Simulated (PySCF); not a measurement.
## Radial density of Zn (zinc, neutral)

UHF, [Ar] 3d10 4s1 4p1, 4s spin antiparallel (an excited configuration). All numbers are calculated (PySCF 2.14, scalar relativity by spin-free X2C-1e, in ANO-RCC-VTZP (6s5p3d2f1g, 59 functions)).

| r (bohr) | 4πr²ρ (e/bohr) | 4πr²(ρα − ρβ) |
| --- | --- | --- |
| 0.000893 | 0.2896 | -0.0001 |
| 0.00150 | 0.7204 | -0.0002 |
| 0.00253 | 1.754 | -0.0006 |
| 0.00425 | 4.117 | -0.0014 |
| 0.00715 | 9.102 | -0.0030 |
| 0.0120 | 18.09 | -0.0057 |
| 0.0202 | 29.93 | -0.0084 |
| 0.0340 | 36.70 | -0.0063 |
| 0.0572 | 31.40 | 0.0034 |
| 0.0963 | 31.73 | 0.0012 |
| 0.162 | 42.07 | -0.0140 |
| 0.272 | 24.90 | 0.0213 |
| 0.458 | 22.26 | 0.0053 |
| 0.771 | 19.95 | 0.0276 |
| 1.30 | 5.221 | -0.1707 |
| 2.18 | 1.127 | -0.2882 |
| 3.67 | 0.4564 | 0.0910 |
| 6.17 | 0.09267 | 0.0750 |
| 10.4 | 0.002159 | 0.0021 |

Densities and radii are taken from the X2C orbitals without a picture-change correction, which distorts them close to the nucleus.

With the s spin flipped the determinant is a mixture of two multiplicities, not a spectroscopic state.
